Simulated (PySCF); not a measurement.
**Exercise with solution: oscillator strength and radiative lifetime**

H₆O₂P₂Si, SMILES P[Si](O)(O)P.

The structure is a stationary point at B3LYP-D3(BJ)/def2-SVP. The structure was generated by enumeration, and PubChem lists no compound with its InChIKey, so it may never have been made. One conformer was computed; it need not be the lowest.

TDA-ωB97X/def2-SVPD run with PySCF puts the first singlet state with f over 0.02 at 6.44 eV (vertical), with the transition dipole (-0.390, 0.175, -0.044) in atomic units.

Q: Find the oscillator strength, the wavelength and the radiative lifetime that this transition would have in vacuum if emission retraced absorption.

A: 
|μ|² = 0.1847 au, so |μ| = 1.09 D. ΔE = 6.44/27.211 = 0.2367 hartree. f = (2/3) ΔE |μ|² = 0.029 (the program prints 0.029).
λ = 1239.84/6.44 = 193 nm; ν = 51942 cm⁻¹.
Einstein's coefficient A = 0.6670 ν² f s⁻¹ (ν in cm⁻¹) = 5.2e7 s⁻¹, so τ = 1/A = 19 ns. This state is S1. The figure is the radiative limit of this one transition; relaxation, internal conversion, crossing to triplets and a medium change what is measured.
